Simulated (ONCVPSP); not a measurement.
u(r) = r·R(r): atom against pseudo-atom (Sr)

Columns: radius, all-electron u(r) and pseudo u(r) of the 4p shell (level -25.81 eV) of strontium in the configuration [Ar] 3d10 4s2 4p6 5s1.5; PBEsol, scalar-relativistic, ONCV scheme, ONCVPSP 4.0.1.

```
r (bohr)  all-electron  pseudo
   0.105        0.2627  0.0135
   0.210       -0.1218  0.0529
   0.315       -0.4128  0.1162
   0.420       -0.4074  0.1995
   0.525       -0.2158  0.2977
   0.630        0.0427  0.4044
   0.735        0.2959  0.5127
   0.840        0.5100  0.6156
   0.945        0.6738  0.7065
   1.050        0.7876  0.7802
   1.155        0.8570  0.8329
   1.260        0.8895  0.8633
   1.365        0.8930  0.8718
   1.470        0.8748  0.8605
   1.575        0.8409  0.8329
   1.680        0.7966  0.7929
   1.785        0.7459  0.7446
   1.890        0.6917  0.6914
   1.995        0.6364  0.6364
   2.100        0.5818  0.5818
   2.205        0.5290  0.5290
   2.310        0.4788  0.4788
   2.415        0.4317  0.4317
   2.520        0.3880  0.3880
   2.625        0.3478  0.3478
   2.730        0.3110  0.3110
```

Problem. How many radial nodes do the two functions have?

Solution. The all-electron 4p function has n − l − 1 = 2; the pseudo-wave has 0, since the states of the same l below it are removed with the core.

Problem. At about which radius was the pseudo-wave matched?

Solution. 2.10 bohr. The columns agree to 0.0005 from 1.89 bohr on; several derivatives are matched, so the curves merge somewhat inside the radius.

Problem. Is the pseudo-wave norm-conserving?

Solution. Yes: the ONCV scheme keeps the norm inside the radius equal to the all-electron one, which fixes the energy derivative of the logarithmic derivative at the level.
